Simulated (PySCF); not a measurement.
CCl2F, SMILES F[C](Cl)Cl (connectivity only; charge and spin as stated), charge +1, multiplicity 1.

Geometry optimised at B3LYP-D3(BJ)/def2-SVP. The multiplicity is an assumed one; other spin states were not compared. The isomer is the one that the SMILES or the coordinates give; other isomers of the formula were not compared.

The numbers are results of TDA-PBE/def2-SVPD in PySCF, not measurements.

Vertical excitations. The molecule is in vacuum. State labels are in the subgroup C2v.

```json
[
 {"state": "S1", "symmetry": "A2", "energy (eV)": "3.98", "λ (nm)": "312", "f": "0.000", "main pairs": "HOMO→LUMO 100 %"},
 {"state": "S2", "symmetry": "B1", "energy (eV)": "5.05", "λ (nm)": "245", "f": "0.000", "main pairs": "HOMO−2→LUMO 100 %"},
 {"state": "S3", "symmetry": "B2", "energy (eV)": "6.05", "λ (nm)": "205", "f": "0.228", "main pairs": "HOMO−1→LUMO 87 %"},
 {"state": "S4", "symmetry": "A2", "energy (eV)": "6.75", "λ (nm)": "184", "f": "0.000", "main pairs": "HOMO−4→LUMO 100 %"},
 {"state": "S5", "symmetry": "A1", "energy (eV)": "7.39", "λ (nm)": "168", "f": "0.080", "main pairs": "HOMO−3→LUMO 89 %"},
 {"state": "S6", "symmetry": "B2", "energy (eV)": "7.54", "λ (nm)": "164", "f": "0.052", "main pairs": "HOMO→LUMO+1 93 %"},
 {"state": "S7", "symmetry": "A2", "energy (eV)": "8.01", "λ (nm)": "155", "f": "0.000", "main pairs": "HOMO−1→LUMO+1 99 %"},
 {"state": "S8", "symmetry": "A1", "energy (eV)": "8.49", "λ (nm)": "146", "f": "0.000", "main pairs": "HOMO−2→LUMO+1 90 %"},
 {"state": "S9", "symmetry": "B1", "energy (eV)": "9.19", "λ (nm)": "135", "f": "0.000", "main pairs": "HOMO−3→LUMO+1 94 %"},
 {"state": "S10", "symmetry": "A1", "energy (eV)": "9.66", "λ (nm)": "128", "f": "0.000", "main pairs": "HOMO→LUMO+2 89 %"},
 {"state": "T1", "symmetry": "A2", "energy (eV)": "3.69", "λ (nm)": "336", "f": "0", "main pairs": "HOMO→LUMO 100 %"},
 {"state": "T2", "symmetry": "B2", "energy (eV)": "4.12", "λ (nm)": "301", "f": "0", "main pairs": "HOMO−1→LUMO 100 %"},
 {"state": "T3", "symmetry": "B1", "energy (eV)": "4.78", "λ (nm)": "259", "f": "0", "main pairs": "HOMO−2→LUMO 100 %"},
 {"state": "T4", "symmetry": "A1", "energy (eV)": "5.14", "λ (nm)": "241", "f": "0", "main pairs": "HOMO−3→LUMO 99 %"}
]
```
Triplets are in the Tamm–Dancoff approximation.
